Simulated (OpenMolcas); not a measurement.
**Cl VII: CASPT2 settings compared**

```yaml
Program: OpenMolcas
Basis: ANO-RCC-VTZP [5s4p2d1f]
Scalar_Hamiltonian: DKH2, point nucleus
Active_space: 1 electron in 8 orbitals (3s 3p 4s 4p)
State_averaging: 2S+1 = 2 even, 1 root; 2S+1 = 2 odd, 3 roots
Spin-orbit_coupling: state interaction with AMFI integrals over the reference wave functions, term energies averaged over their components
```

Methods on the same reference wave functions:
A. CASSCF
B. SS-CASPT2, IPEA 0.75 Eh, no level shift (closed shells correlated: 2s 2p)
C. XMS-CASPT2, IPEA 0.2 Eh, imaginary shift 0.15 Eh (closed shells correlated: 2s 2p)

Energies in cm-1 above 3s 2S 1/2, the measured ground level; measured values from Moore, Atomic Energy Levels, vol. I, NSRDS-NBS 35 (1971 reprint of NBS Circular 467, 1949).

```json
{"Level": "3s 2S 1/2", "A": "0.0", "B": "0.0", "C": "0.0", "Measured": "0.0"}
{"Level": "3p 2P* 1/2", "A": "122979", "B": "123263", "C": "123246", "Measured": "123001"}
{"Level": "3p 2P* 3/2", "A": "124642", "B": "124925", "C": "124908", "Measured": "124891"}
```

Deviations, from unrounded energies. A percentage is the sum of absolute deviations over the sum of measured energies, with the sign that they share, or ± where signs differ.

```
           Against measurement  Levels     A     B     C
mean absolute deviation (cm-1)       2   140   150   130
      other configurations (%)       2  -0.1  +0.1  +0.1
```

A, C lie about equally close to measurement and B furthest from it. The largest miss of C in the table is 3p 2P* 1/2, by +240 cm-1. The ranking rests on the paired levels alone, and a cruder setting can come out closer through cancelling errors.

Between B and C the level of the table that moves most is 3p 2P* 1/2, by 17 cm-1 (lowest in C, highest in B).

The lowest spin-free term lies below A's lowest term by 0.018 hartree in B, 0.018 hartree in C.

With one active electron outside closed inactive shells, the extra shells (4p 4s) add no correlation to the reference. With one active electron the reference holds no correlation, so core polarisation is missing (holds for A). With one active electron, CASPT2 adds the correlation within the correlated inactive shells and between them and that electron, and leaves the splitting within a term as the reference gives it (holds for B; C). Computed and measured levels are paired by configuration, term and J; levels that our copy of the source lacks, or whose pairing is in doubt (as where it misses far off the trend of its configuration), stay unpaired and out of the deviations. Levels of configurations outside the active space are missing.

* marks odd parity.
